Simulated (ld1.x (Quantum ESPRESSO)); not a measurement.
## Which change was made? (Cr, TM)

chromium (Cr), norm-conserving Troullier–Martins (Kleinman–Bylander form), made with ld1.x (Quantum ESPRESSO) 7.5 (PBEsol, scalar-relativistic). Core [Ar], reference 3d5 4s1 4p0. Waves: 4s (bound): rc 2.15 bohr; 4p (bound, empty): rc 2.65 bohr; 3d (bound): rc 1.40 bohr. Local part: all-electron potential smoothed inside 2.30 bohr (lloc = -1). Core correction: none.

Cutoffs, loose and tight: the cutoffs (Ry, on a coarse ladder) from which the occupation-weighted sum of valence levels, in a spherical-Bessel basis at the reference potential, stays within 10 and 1 mRy of its value at 400 Ry. They do not see the model core or the augmentation charge, which bear on the density cutoff. Test errors are all-electron minus pseudo excitation energies from the reference, over the configurations 3d5 4s0 4p0; 3d4 4s0 4p0; 3d3 4s0 4p0; 3d5.5 4s0.5 4p0; 3d2 4s0 4p0; 3d6 4s0 4p0; 3d4 4s2 4p0; variants that change the core or the reference have their own tests. The largest error is taken over the tests solved by every variant that gives reliable tests at all, those not shown here included: 3d2 4s0 4p0; 3d3 4s0 4p0; 3d4 4s0 4p0; 3d5 4s0 4p0; 3d5.5 4s0.5 4p0; 3d6 4s0 4p0.

The base gives: outcome: generated; cutoff, loose: 100 Ry; cutoff, tight: 120 Ry; bound ghosts: none; largest test error (meV): -1397.

**Question.** After one change the result is: outcome: generated; cutoff, loose: 100 Ry; cutoff, tight: 120 Ry; bound ghosts: none; largest test error (meV): -1812. Which change was it?
A. local potential all-electron potential smoothed inside 2.90 bohr (lloc = -1)
B. local potential all-electron potential smoothed inside 1.84 bohr (lloc = -1)
C. local potential all-electron potential smoothed inside 1.16 bohr (lloc = -1)

**Answer.** A. The others give: local potential all-electron potential smoothed inside 1.16 bohr (lloc = -1) → outcome: generated; cutoff, loose: 100 Ry; cutoff, tight: 120 Ry; bound ghosts: s, p; largest test error (meV): -996 | local potential all-electron potential smoothed inside 1.84 bohr (lloc = -1) → outcome: generated; cutoff, loose: 100 Ry; cutoff, tight: 120 Ry; bound ghosts: s; largest test error (meV): -1173.
